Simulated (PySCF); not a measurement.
All values below come from PBE0-D3(BJ)/def2-TZVP in PySCF 2.14.0. All species are isolated molecules in the gas phase. One relaxed conformer stands for a flexible species; it need not be the lowest. 

Reference species (SMILES): `CC(O)O` (O–C–O–H torsion 74°, O–C–O–H torsion -74°) (neutral, multiplicity 1).

```json
{
 "HOMO–LUMO gap": "8.90 eV",
 "HOMO": "-8.35 eV"
}
```

Changed species: `COCO` (C–O–C–O torsion 68°, O–C–O–H torsion 64°).

Question: Predict the effect on the HOMO–LUMO gap and HOMO.

Answer: the HOMO–LUMO gap goes up by 0.25 eV, to 9.15 eV; the HOMO goes up by 0.45 eV, to -7.90 eV.
